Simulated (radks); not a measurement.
Results of a calculation; reference values are marked as such.
Mean orbital radii <r> (bohr) of the titanium ion Ti3+, [Ar] 3d1, at several levels of relativity; Dirac values are averaged over j with weights 2j + 1. Spin-unpolarised spherical Kohn-Sham, PBE, point nucleus unless stated (finite: rms radius 3.5921 fm), a radial shooting solver on a logarithmic mesh with Libxc functionals. A level marked "c x" has the speed of light scaled by that factor and shares open shells by 2j + 1; other Dirac levels either fill j = l - 1/2 first or share by 2j + 1.

| shell | non-rel. | scalar-rel. | scalar-rel., finite nucleus | Dirac, 2j+1 shares, finite nucleus | change of magnitude, last against first (%) |
|---|---|---|---|---|---|
| 1s | 0.07017 | 0.06959 | 0.06959 | 0.06959 | -0.83 |
| 2s | 0.3276 | 0.3249 | 0.3249 | 0.3247 | -0.86 |
| 2p | 0.2909 | 0.2899 | 0.2899 | 0.2898 | -0.35 |
| 3s | 0.9991 | 0.9925 | 0.9925 | 0.9925 | -0.66 |
| 3p | 1.059 | 1.057 | 1.057 | 1.057 | -0.18 |
| 3d | 1.258 | 1.263 | 1.263 | 1.263 | +0.40 |
| 4s (empty) | 2.627 | 2.615 | 2.615 | 2.615 | -0.46 |
| 4p (empty) | 2.958 | 2.956 | 2.956 | 2.956 | -0.09 |
